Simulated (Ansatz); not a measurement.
`C=NB(F)Cl` and `FB(F)Cl` differ in one atom or group.

Ansatz, PBE0-D4/def2-TZVP geometries, multiplicity 1. Each molecule was computed in one conformer, which needn't be the lowest.

```csv
property,`C=NB(F)Cl`
HOMO–LUMO gap (B3LYP/def2-TZVPP) / eV,5.91
LUMO energy (PBE0/def2-TZVPP) / eV,-1.55
"ideal-gas entropy at 298 K and 1 bar (rigid rotor, harmonic PBE0-D4/def2-TZVP) / J/(mol·K)",318
HOMO–LUMO gap (PBE0/def2-TZVPP) / eV,6.38
size of the dipole moment (B3LYP/def2-TZVPP) / D,3.08
size of the dipole moment (PBE/def2-TZVPP) / D,2.95
```

Task: Give the same properties after the change, and the shifts. (Estimate.)

Result: Ansatz gave: 
```
                                                                                  property  `FB(F)Cl`  shift
                                                     HOMO–LUMO gap (B3LYP/def2-TZVPP) / eV       9.13   3.22
                                                        LUMO energy (PBE0/def2-TZVPP) / eV      -0.20   1.35
ideal-gas entropy at 298 K and 1 bar (rigid rotor, harmonic PBE0-D4/def2-TZVP) / J/(mol·K)        276    -42
                                                      HOMO–LUMO gap (PBE0/def2-TZVPP) / eV       9.71   3.33
                                          size of the dipole moment (B3LYP/def2-TZVPP) / D       0.29  -2.79
                                            size of the dipole moment (PBE/def2-TZVPP) / D       0.23  -2.72
```

With PBE0 the HOMO falls by 1.97 eV and the LUMO rises by 1.35 eV, so the gap widens by about 3.32 eV. PBE moves the HOMO by -1.81 eV and ωB97M-V by -2.01 eV. The zero-point energy changes by -74.1 kJ/mol with -9 modes. Dipoles are sizes alone; their direction can turn.

B3LYP here is the variant with VWN-RPA as its local correlation; programs differ in this.
